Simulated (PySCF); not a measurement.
F₄Te, triplet, geometry from GFN2-xTB (a higher spin typed on purpose: for a closed-shell molecule this is an excited state) (core potentials on Te). Base run: B3LYP/def2-SVP (PySCF).

Input for PySCF:
```python
from pyscf import gto, scf, dft

mol = gto.M(
    atom='''
Te   -0.01212984    0.00717280    0.04829380
F    -0.14724257    1.81387706    1.04877868
F     0.21441232   -1.52023906   -1.22691457
F    -0.48009114   -1.44291290    1.44888990
F     0.48300493    1.10783207   -1.54978487
''',
    basis='def2-svp',
    ecp={'Te': 'def2-svp'},
    spin=2,
    verbose=4,
)

mf = dft.UKS(mol)
mf.xc = 'b3lyp'
mf.kernel()
mf.analyze()
```

Each row names what was changed in the base input (with any setting that the change needs).

```
change                                                                                                                   basis functions       E (Eh)  HOMO (eV)  dipole (D)
-----------------------------------------------------------------------------------------------------------------------  ---------------  -----------  ---------  ----------
base                                                                                                                                  82   -667.04279      -8.35        0.71
basis = jorge-DZP-DKH; relativity = none (without ecp={'Te': 'def2-svp'})                                                            108  -6944.35610      -9.04        0.72
basis = x2c-TZVPall; relativity = spin-free X2C (without ecp={'Te': 'def2-svp'})                                                     184  -7193.81010      -8.79        0.64
basis = x2c-SVPall; relativity = spin-free X2C; nucleus = Gaussian (with nucmod='G'; without ecp={'Te': 'def2-svp'})                  92  -7192.34573      -8.38        0.70
basis = x2c-TZVPall; relativity = none (without ecp={'Te': 'def2-svp'})                                                              184  -6874.29484      -8.91        0.53
basis = x2c-SVPall; relativity = spin-free X2C (without ecp={'Te': 'def2-svp'})                                                       92  -7192.50866      -8.38        0.70
basis = x2c-TZVPall; relativity = spin-free X2C; nucleus = Gaussian (with nucmod='G'; without ecp={'Te': 'def2-svp'})                184  -7193.62592      -8.79        0.64
basis = jorge-DZP-DKH; relativity = spin-free X2C; nucleus = Gaussian (with nucmod='G'; without ecp={'Te': 'def2-svp'})              108  -7187.88094      -8.86        0.84
basis = jorge-DZP-DKH; relativity = spin-free X2C (without ecp={'Te': 'def2-svp'})                                                   108  -7188.06502      -8.86        0.84
basis = x2c-SVPall; relativity = none (without ecp={'Te': 'def2-svp'})                                                                92  -6842.17768      -8.64        0.28
```

Absolute energies of different levels of theory aren't comparable as measures of quality.

Open shells are given as the SCF converged; they aren't shown to be the lowest states, and a large step between rows can be another state.

Basis sets contracted for a relativistic Hamiltonian are a mismatch without it, so the rows without relativity aren't non-relativistic limits. No row has spin-orbit coupling; sets with core potentials leave out the core electrons.
